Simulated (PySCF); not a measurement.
**Diatomics of Rb with group 15**

CCSD(T) with double-zeta basis sets in PySCF, for the lowest determinant that a PBE0 search found; no spin–orbit coupling. De refers to high-spin ground-configuration atoms.

```
 M     basis  reference, frozen orbitals  state (unpaired electrons)  Re (Å)  ωe (cm⁻¹)  De (eV)
 N  def2-SVP                     ROHF, 1              triplet (π ↑↑)   2.901        167     0.16
Sb  def2-SVP                      UHF, 4              triplet (π ↑↑)   3.538        104     0.63
Bi  def2-SVP                     ROHF, 4              triplet (π ↑↑)   3.606       89.9     0.59
```

The shortest bond is that of RbN (2.901 Å), the longest that of RbBi (3.606 Å).

Down a group the atoms grow and get heavier, so bonds lengthen and wavenumbers fall; this series shows no clear exception.

Correlated steps freeze the inner cores (1 to 4 orbitals); shallow outer-core shells are correlated. UHF and ROHF references stand side by side, which adds small steps between rows. Weak bonds: RbN. Basis-set superposition, not corrected here, can be much of De in a small basis, most of all at correlated wavefunction levels. Spin–orbit coupling is left out, which matters for elements this heavy, above all for dissociation energies. The CCSD T1 diagnostic is raised in RbN, a sign that a single reference may not be enough there. States were picked by a PBE0 search and need not be the measured ground states.
